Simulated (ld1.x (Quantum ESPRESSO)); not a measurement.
**What one change does to a pseudopotential (titanium, TM)**

- Element: Ti (Z = 22)
- Generator: ld1.x (Quantum ESPRESSO) 7.5
- Type: norm-conserving Troullier–Martins (Kleinman–Bylander form)
- Functional: PBE
- Relativity: scalar-relativistic
- Frozen core: [Ne]
- Valence charge: 12
- Reference configuration: 3s2 3p6 3d2 4s2 4p0
- Partial waves: 3s (bound): rc 0.95 bohr; 3p (bound): rc 1.10 bohr; 3d (bound): rc 2.50 bohr
- Local potential: the d channel
- Core correction: none

Occupied shells without a wave of their own: 4s. They enter only through the test configuration that unscreens the potential.

All-electron outer shells of the reference configuration (PBE, scalar-relativistic, ld1.x):

| shell | level (eV) | outermost node (bohr) | outermost maximum (bohr) |
| --- | --- | --- | --- |
| 2s | -536.94 | 0.09 | 0.27 |
| 2p | -444.26 | – | 0.22 |
| 3s | -62.63 | 0.40 | 0.87 |
| 3p | -38.86 | 0.37 | 0.90 |
| 4s | -4.47 | 1.24 | 2.92 |
| 3d | -4.26 | – | 0.98 |
| 4p | -1.47 | 1.39 | 3.80 |

Change: wave 3p (bound): rc 1.10 bohr becomes 3p (bound): rc 0.86 bohr.

Cutoffs: the cutoffs (Ry, on a coarse ladder) from which the occupation-weighted sum of valence levels, in a spherical-Bessel basis at the reference potential, stays within 10 and 1 mRy of its value at 400 Ry; they do not see the model core or the augmentation charge, which bear on the density cutoff. Errors are all-electron minus pseudo energies relative to the spin-unpolarised reference configuration.

Question: How do hardness, ghosts and transferability respond?

Answer: The potential gets neither clearly harder nor softer (140 Ry and 230 Ry → 140 Ry and 260 Ry); the errors of the 7 common tests hardly move; neither file shows a bound ghost.

| quantity | base | changed |
| --- | --- | --- |
| cutoff, loose | 140 Ry | 140 Ry |
| cutoff, tight | 230 Ry | 260 Ry |
| bound ghosts | none | none |
| largest miss of a reference level, eV | 0.14 | 0.14 |
| error for 3s2 3p6 3d2 4s1 4p0, meV [ΔE 7.35 eV] | +142 | +142 |
| error for 3s2 3p6 3d2 4s0 4p0, meV [ΔE 20.92 eV] | +129 | +129 |
| error for 3s2 3p6 3d1 4s0 4p0, meV [ΔE 47.87 eV] | -167 | -167 |
| error for 3s2 3p5 3d2 4s2 4p0, meV [ΔE 45.56 eV] | +279 | +278 |
| error for 3s2 3p6 3d2.5 4s1.5 4p0, meV [ΔE 0.35 eV] | +110 | +109 |
| error for 3s2 3p6 3d3 4s1 4p0, meV [ΔE 1.11 eV] | +254 | +253 |
| error for 3s2 3p6 3d2 4s0 4p2, meV [ΔE 6.29 eV] | -423 | -424 |
| s: phases at 2.69 bohr within 0.05 rad from the reference energy up to (Ry; the scan ends near 5) | -0.9 | -0.9 |
| p: phases at 2.69 bohr within 0.05 rad from the reference energy up to (Ry; the scan ends near 5) | -0.6 | -0.6 |
| d: phases at 2.69 bohr within 0.05 rad from the reference energy up to (Ry; the scan ends near 5) | 0.5 | 0.5 |

Base: The 4s level has no wave, so the channel is fitted at the deeper level alone: the likely source of the large errors. Changed file: The 4s level has no wave, so the channel is fitted at the deeper level alone: the likely source of the large errors.
